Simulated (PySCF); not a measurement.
## Radial density of Sr(36+) (strontium, charge +36)

UHF, 1s2, closed-shell 1S. Calculation: PySCF 2.14, in an uncontracted even-tempered set (15 s from 56 bohr⁻², ratio 2.2; 7 p from 85 bohr⁻², ratio 2.4; 4 d from 260 bohr⁻², ratio 2.4; 3 f from 380 bohr⁻², ratio 2.4; 3 g from 580 bohr⁻², ratio 2.4); no relativity, point nucleus.

```tsv
r (bohr)	4πr²ρ (e/bohr)
0.000687	0.1929
0.00115	0.5268
0.00194	1.404
0.00327	3.592
0.00550	8.580
0.00924	18.27
0.0155	32.06
0.0262	40.70
0.0440	30.02
0.0740	8.914
0.124	0.5734
0.209	0.002697
```

A non-relativistic calculation at this Z misses sizeable relativistic shifts.
